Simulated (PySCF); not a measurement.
**CoOCl2, quartet: computed properties**

These are results of PySCF, UPBE0, basis Co def2-TZVP, O def2-TZVP, Cl def2-TZVP (no relativity, density fitting), not measurements.

The structure is a minimum.

* Point group: C2v
* Bond lengths: Co–Cl 2.079 Å (×2), Co–O 1.569 Å
* Bond angles: Cl–Co–Cl 142.5°, Cl–Co–O 108.7° (×2)
* Rotational symmetry number: 2
* Lowest empty level (α): -5.73 eV
* Principal polarisabilities: 32.5, 56.2, 91.7 bohr³
* Entropy at 298.15 K and 1 bar (electronic part: spin only): 334.9 J/(mol K)
* Heat capacity Cp at 298.15 K: 70.7 J/(mol K)
* Atomisation energy without zero-point energy: 926 kJ/mol
* Principal quadrupole moments (Buckingham, traceless) about the centre of mass: -2.32, -0.84, 3.15 D Å
* Highest occupied level (β): -9.24 eV
* Zero-point energy: 13.4 kJ/mol
* Enthalpy at 298.15 K above 0 K: 16.84 kJ/mol
* Dipole moment: 0.61 D
* Rotational constants: 0.2503, 0.06216, 0.0498 cm⁻¹
* Spin squared ⟨S²⟩: 3.805

Harmonic modes (masses in u: Co 58.933, O 15.995, Cl 34.969):
```csv
symmetry,ω (cm⁻¹),IR (km/mol),μ (u)
a1,121,0.7,35.89
b1,124,12.7,35.32
b2,147,0.5,18.74
a1,375,5.4,35.08
b2,496,121,44.57
a1,978,29.7,18.97
```

In C2v the vibrations span 3a1 + b1 + 2b2. Here b1 is antisymmetric to the molecular plane and b2 lies in it.

Charges (e):
| atom | Mulliken | Löwdin | polar tensor | spin (Mulliken) | Mayer order to Co1 |
| --- | --- | --- | --- | --- | --- |
| Co1 | 0.82 | -0.25 | 1.16 | 2.00 | – |
| O2 | -0.30 | -0.07 | -0.27 | 0.77 | 1.80 |
| Cl3,4 | -0.26 | 0.16 | -0.45 | 0.12 | 1.07 |

Mulliken populations on Co1: s 6.48, p 12.44, d 7.26, f 0.00.

Formally Co is in oxidation state +4, d5, with 3 unpaired electrons (the high-spin count would be 5). The Mulliken spin on Co is 2.00. The polar-tensor charge on Co, 1.16, is far below the formal one.

Only a few start shapes were tried, so a lower isomer may exist. Open d and f shells are described by one determinant, and the ground state may have another occupation or spin.

The final relaxation and frequency run took 95 s on 4 threads of a shared Arm Neoverse V1 host, with 150 basis functions and 12 gradients; the process peaked at 1.7 GiB.
